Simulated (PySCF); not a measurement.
The vertical singlet excitations below were computed for one of the candidates. Method: PySCF 2.14.0, density-fitted response routines, TDDFT CAM-B3LYP/def2-SVPD, vertical, gas phase, core orbitals frozen in the response. Geometries: PBE0-D3(BJ)/def2-SVP, one conformer each. Relativistic effects are left out although some hold elements past zinc.

```
state  E (eV)       f  main configurations (H = HOMO, L = LUMO)
   S1    5.05   0.095                                 H→L (95%)
   S2    5.49  0.0008                  H→L+1 (76%), H→L+2 (12%)
   S3    5.87   0.015                  H→L+3 (55%), H-1→L (15%)
   S4    5.88   0.043                  H-1→L (64%), H→L+3 (10%)
   S5    6.04   0.014                   H→L+2 (70%), H→L+1 (9%)
   S6    6.40   0.227     H→L+6 (37%), H→L+5 (24%), H→L+4 (16%)
   S7    6.41  0.0086              H-1→L+3 (37%), H-1→L+1 (25%)
   S8    6.49   0.029     H→L+4 (37%), H→L+7 (22%), H→L+6 (21%)
   S9    6.72  0.0078     H→L+5 (32%), H→L+4 (28%), H→L+7 (15%)
  S10    6.81   0.077     H→L+7 (23%), H→L+5 (17%), H→L+6 (10%)
```

Triplets computed (Tamm–Dancoff): 3.56, 4.26, 5.26, 5.56 eV.

Question: Which candidate is it?
A. `N[C@@H]1[C@H]2CC[C@@H](N)[C@@H]12`
B. `[SiH3]N([SiH3])c1ccsc1`
C. `[CH](=C)[Ga@@H-]([N]([SiH3])[SiH3])[NH3+]`

Answer: B. Its S1, at 5.05 eV, is the lowest among the candidates; the nearest of the others has S1 at 5.82 eV. S1 is HOMO→LUMO (95%). Löwdin shares by element: HOMO carbon 35% or more, nitrogen 24%, sulfur 16% (atoms not listed hold the other 25%); LUMO carbon 50% or more, sulfur 20% (atoms not listed hold the other 31%). At the same level the other candidates give, for their lowest levels:
- `N[C@@H]1[C@H]2CC[C@@H](N)[C@@H]12`: 6.10 eV (f 0.018); 6.34 eV (f 0.000); 6.66 eV (f 0.004); 7.03 eV (f 0.034); 7.16 eV (f 0.009); T1 5.85 eV; HOMO -7.71, LUMO 1.34 eV
- `C=[CH][Ga@H-]([NH3+])[N]([SiH3])[SiH3]`: 5.82 eV (f 0.002); 5.96 eV (f 0.008); 6.19 eV (f 0.009); 6.67 eV (f 0.028); 6.82 eV (f 0.182); T1 4.24 eV; HOMO -8.20, LUMO 0.17 eV

Shape of the structure used: `[SiH3:1][N:2]([SiH3:3])[c:4]1[cH:5][cH:6][s:7][cH:8]1`: Si1–N2–C4–C5 -155°.
